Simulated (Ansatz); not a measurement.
## Forces on a displaced structure

AsNH$_{3}$ (SMILES [NH][AsH2]), doublet, displaced at random from a GFN2-xTB minimum.

| atom | x (Å) | y (Å) | z (Å) |
| --- | --- | --- | --- |
| N1 | 0.2759 | -0.8684 | 0.6838 |
| As2 | -0.0441 | 0.0757 | -0.7371 |
| H3 | 1.1710 | -0.8548 | 1.0361 |
| H4 | -1.5239 | 0.0760 | -0.6325 |
| H5 | 0.1406 | 1.5422 | -0.3121 |

Program: Ansatz 0.2.0. Basis: def2-TZVPP. Cores are frozen in the correlated methods; orbitals are unrestricted. Filled d shells of the heavier atoms are correlated. The def2 sets are not built for correlating such inner shells, so the correlated values are less sure here.

CCSD(T) forces from the calculation:
```csv
atom,Fx,Fy,Fz (eV/Å)
N1,-2.472,-1.449,0.411
As2,0.211,1.198,-1.175
H3,2.723,0.388,0.930
H4,-0.534,0.045,-0.036
H5,0.073,-0.182,-0.130
```

Root-mean-square difference of the force components from those of CCSD(T): PBE0-D4 0.144; wB97M-V 0.100; r2SCAN-D4 0.124; PBE-D4 0.251; CAM-B3LYP-D4 0.120; LC-wPBE 0.180 eV/Å.

The T1 diagnostic stays at or below 0.027. ⟨S²⟩ of the unrestricted Hartree–Fock references: 0.77 (a pure state has 0.75). These are differences at one structure, and CCSD(T) in triple zeta is itself an approximation.

For scale, one of the runs: CCSD(T)/def2-TZVPP forces, 121 basis functions (an equivalent command: `ansatz run in.yaml --threads 4`). The run took 98 s on 4 CPU threads (shared host), with 2 GiB of host memory at its peak.
